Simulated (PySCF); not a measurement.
From one molecule to another.

First species: Ge(SMe)2Cl2, C₂H₆Cl₂GeS₂.
SMILES: `C[S][Ge]([Cl])([Cl])[S]C`

Second species: C₅H₅N.
Numbering: `[CH3:1][C:2]#[C:3][C@@H:4]1[CH:5]=[N:6]1` (hydrogens: H7, H8, H9 on C1; H10 on C4; H11 on C5)

Structure used (PBE0-D3(BJ)/def2-SVP), in Å, numbered top down from 1:
```xyz
11
C5H5N angstrom
C      2.441    0.336    0.109
C      1.022    0.033    0.041
C     -0.164   -0.220   -0.006
C     -1.565   -0.541   -0.082
C     -2.595    0.484   -0.132
N     -2.510   -0.018    1.008
H      2.657    1.020    0.945
H      3.036   -0.578    0.263
H      2.795    0.817   -0.817
H     -1.796   -1.548   -0.452
H     -3.143    1.263   -0.668
```

Levels: wB97X-D/def2-SVPD for HOMO energy, LUMO energy, HOMO–LUMO gap and static isotropic polarisability; TDDFT wB97X-D/def2-SVPD for lowest singlet excitation; TDA wB97X-D/def2-SVPD for lowest triplet excitation (Tamm–Dancoff). Geometries: PBE0-D3(BJ)/def2-SVP. Each species is one conformer at its optimised geometry, gas phase, non-relativistic unless stated. Electronic properties by PySCF.

(1) Which has the higher HOMO energy?

(2) Which of the two has the higher static isotropic polarisability, and by how much?

(3) Which of the two has the higher LUMO energy, and by how much?

(4) Which has the higher HOMO–LUMO gap?

(5) Which has the higher S1 energy?

(6) Which has the higher T1 energy?

Results:

(1) The second: -8.77 eV against -9.26 eV, a difference of 0.49 eV.

(2) The first: 123.2 au against 64.7 au, a difference of 58.5 au.

(3) The second: 1.13 eV against -0.08 eV, a difference of 1.21 eV.

(4) The second: 9.90 eV against 9.18 eV, a difference of 0.72 eV.

(5) The second: 4.88 eV against 4.68 eV, a difference of 0.20 eV.

(6) The first: 4.38 eV against 4.31 eV, a difference of 0.07 eV.

On the first: The polarisability is 18.26 Å³ as a volume (1 au = 0.148185 Å³), or 1.06 au for each of the 116 electrons. The vertical singlet–triplet gap S1 − T1 is 0.30 eV (TDDFT singlet less Tamm–Dancoff triplet; S1: HOMO→LUMO, weight 0.91; T1: HOMO→LUMO, weight 0.87). The calculation is non-relativistic and has no spin–orbit coupling, an omission that weighs most on germanium.

On the second: The 10 singlets span 4.88 to 7.94 eV, and their oscillator strengths add up to 0.23. S1 lies 5.02 eV below the HOMO–LUMO gap; its leading configuration is HOMO→LUMO, weight 0.85.
